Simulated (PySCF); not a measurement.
Predicted microwave data (PBE0-D3(BJ)/def2-SVP geometry optimisation, gas phase (PySCF 2.14.0)) for one isomer of C8H11Si (doublet):

```
Rotational constants : A = 1173, B = 1146, C = 997.1 MHz
Dipole components    : |μa| = 0.00 D, |μb| = 0.04 D, |μc| = 0.41 D
Inertial defect      : -364.93 u·Å²
κ                    : 0.69
```

Question: Which candidate fits, each taken in the one conformer that was computed?
A. `[H]/[C:1]=[CH:2]/[Si:3]([CH:4]=[CH2:5])([CH:6]=[CH2:7])[CH:8]=[CH2:9]` (doublet state) with C1–C2–Si3–C4 -116°, C2–Si3–C4–C5 -132°, C2–Si3–C6–C7 -135°, C2–Si3–C8–C9 -139°
B. `[CH2:1]=[C:2][Si:3]([CH:4]=[CH2:5])([CH:6]=[CH2:7])[CH:8]=[CH2:9]` (doublet state) with C2–Si3–C4–C5 109°, C2–Si3–C6–C7 3°, C2–Si3–C8–C9 -109°

Answer: B. It is C=[C][Si](C=C)(C=C)C=C. The candidates at the same level (rigid rotor, commonest isotopes):

```json
{"SMILES": "[H]/[C]=C/[Si](C=C)(C=C)C=C", "A (MHz)": "1348", "B (MHz)": "1071", "C (MHz)": "1063", "μa (D)": "0.24", "μb (D)": "0.27", "μc (D)": "0.25", "Δ (u·Å²)": "-371.09", "point group": "C1", "rotor": "near-prolate asymmetric top"}
{"SMILES": "C=[C][Si](C=C)(C=C)C=C", "A (MHz)": "1173", "B (MHz)": "1146", "C (MHz)": "997.1", "μa (D)": "0.00", "μb (D)": "0.04", "μc (D)": "0.41", "Δ (u·Å²)": "-364.93", "point group": "near Cs", "rotor": "–"}
```

`[H]/[C]=C/[Si](C=C)(C=C)C=C` has A 15 % too high. No structure here is proved a minimum.
